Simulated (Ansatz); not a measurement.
CH3BrZn⁺, that is ZnMeBr with one electron fewer. Total charge 1; doublet. Geometry PBE0-D4/def2-TZVP.

```
atom    x (Å)    y (Å)    z (Å)
 Zn1  -0.3665  -0.5697   0.9306
  C2   0.2845   0.4280  -0.8762
  H3  -0.4228  -0.0748  -1.5378
  H4   1.3203   0.0895  -0.8682
  H5   0.0768   1.4558  -0.5818
 Br6  -0.8923  -1.3288   2.9333
```

(1) Estimate the α-spin orbital energies around the gap (eV) in Ansatz with PBE-D4/def2-TZVP, PBE0-D4/def2-TZVP.

Results:

(1) 
```
orbital  PBE-D4/def2-TZVP  PBE0-D4/def2-TZVP
 HOMO−5            -16.66             -18.90
 HOMO−4            -16.60             -18.85
 HOMO−3            -14.93             -16.26
 HOMO−2            -13.58             -15.05
 HOMO−1            -12.89             -13.44
   HOMO            -12.67             -13.42
   LUMO             -7.89              -7.10
 LUMO+1             -6.42              -5.65
 LUMO+2             -6.37              -5.56
 LUMO+3             -4.28              -3.76
 LUMO+4             -2.91              -2.24
 LUMO+5             -2.77              -2.21
 β HOMO            -12.56             -13.34
 β LUMO            -12.44             -11.57
```
